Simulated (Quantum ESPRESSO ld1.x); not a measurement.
The run below uses ld1.x (Quantum ESPRESSO 7.5).

```
 &input
    atom='Nb',
    iswitch=1,
    rel=2,
    dft='PZ',
    config='[Ne] 3p1 3s0 3d0 4p0 4f0',
    rel_dist='energy',
    verbosity='high',
    lsmall=.true.,
    prefix='ld1',
    max_out_wfc=37,
    file_charge='ld1.rho',
 /
```

Command: `OMP_NUM_THREADS=1 ld1.x < ld1.in > ld1.out`

Output (excerpt):

```
     Program LD1 v.7.5 starts

     --------------------------- All-electron run ----------------------------

     dirac relativistic calculation

     atomic number is 41.00
     dft =PZ   lsd =0 sic =0 latt =0  beta=0.20 tr2=1.0E-14
     Exchange-correlation= PZ
                           (   1   1   0   0   0   0   0)
     mesh =2041 r(mesh) = 100.12585 a.u. xmin = -8.00 dx = 0.00800
     1 Ry =  13.60569312 eV, c = 137.03599908

     n l j   nl                  e(Ry)          e(Ha)          e(eV)
     Spin orbit split results
     1 0 0.5 1S 1( 2.00)   -1497.951386299    -748.975693149 -20380.6668751
     2 0 0.5 2S 1( 2.00)    -304.388893738    -152.194446869  -4141.4218782
     2 1 0.5 2P 1( 2.00)    -290.148200890    -145.074100445  -3947.6673815
     2 1 1.5 2P 1( 4.00)    -282.838627648    -141.419313824  -3848.2155711
     3 1 0.5 3P 1( 1.00)    -116.916269844     -58.458134922  -1590.7268886
     3 1 1.5 3P 1( 0.00)    -115.088835211     -57.544417606  -1565.8633738
     3 0 0.5 3S 1( 0.00)    -121.675689236     -60.837844618  -1655.4820883
     3 2 1.5 3D 1( 0.00)    -108.468958018     -54.234479009  -1475.7953562
     3 2 2.5 3D 1( 0.00)    -108.046876606     -54.023438303  -1470.0526460
     4 1 0.5 4P 1( 0.00)     -62.957230783     -31.478615391   -856.5767619
     4 1 1.5 4P 1( 0.00)     -62.228962631     -31.114481316   -846.6681689
     4 3 2.5 4F 1( 0.00)     -58.179776381     -29.089888191   -791.5761834
     4 3 3.5 4F 1( 0.00)     -58.111958240     -29.055979120   -790.6534706
     Averaged results
     1 0     1S 1( 2.00)   -1497.951386299    -748.975693149 -20380.6668751
     2 0     2S 1( 2.00)    -304.388893738    -152.194446869  -4141.4218782
     2 1     2P 1( 6.00)    -285.275152062    -142.637576031  -3881.3661746
     3 1     3P 1( 1.00)    -115.697980089     -57.848990045  -1574.1512120
     3 0     3S 1( 0.00)    -121.675689236     -60.837844618  -1655.4820883
     3 2     3D 1( 0.00)    -108.215709171     -54.107854585  -1472.3497301
     4 1     4P 1( 0.00)     -62.471718682     -31.235859341   -849.9710332
     4 3     4F 1( 0.00)     -58.141023158     -29.070511579   -791.0489189

     final scf error:  1.1E-15 reached in  12 iterations

     Etot =   -6266.767405 Ry,   -3133.383702 Ha,  -85263.714183 eV

     Ekin =    6520.817157 Ry,    3260.408579 Ha,   88720.237153 eV
     Encl =  -13532.506737 Ry,   -6766.253369 Ha, -184119.133850 eV
     Eh   =     876.804951 Ry,     438.402475 Ha,   11929.539090 eV
     Exc  =    -131.882776 Ry,     -65.941388 Ha,   -1794.356576 eV
```

Run on one thread of a shared host, so times are rough (Intel(R) Xeon(R) Processor @ 2.60GHz): 0.57 s of CPU time, 1.4 s wall, 12 iterations on 2041 mesh points.
